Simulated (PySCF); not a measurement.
Question: Write a Z-matrix for `Fc1cn[se]c1C` as optimised with PBE0-D3(BJ)/def2-SVP.

Answer: 
Z-matrix in Å and degrees, rows numbered from 1:
```
C 
C   1  1.4879
Se  2  1.8600  1  126.27
N   3  1.8113  2   91.14  1   179.19
C   4  1.3032  3  109.08  2     0.02
C   2  1.3675  1  127.06  3   178.95
F   6  1.3303  2  123.30  1     0.93
H   1  1.0996  2  111.98  3    38.87
H   1  1.0995  2  109.78  3   159.22
H   1  1.1022  2  111.27  3   -81.66
H   5  1.0963  4  119.58  3   179.83
```

The 3 C–C bonds span 1.367 Å (C2–C6, aromatic) to 1.488 Å (C1–C2, drawn single), a spread of 0.121 Å. The 5-membered ring C2–Se3–N4–C5–C6 has internal angles of 91.1° to 118.0°; it is planar, 0.00 Å rms from its mean plane, widest ring torsion 0°. Se3 (selenium bonded to C and N) is bent (angle 91.1°). The 7 heavy atoms lie in one plane (0.004 Å rms).

Level of theory: PBE0-D3(BJ)/def2-SVP geometry optimisation, gas phase in PySCF.

Whether it is a minimum is left open (no frequencies).
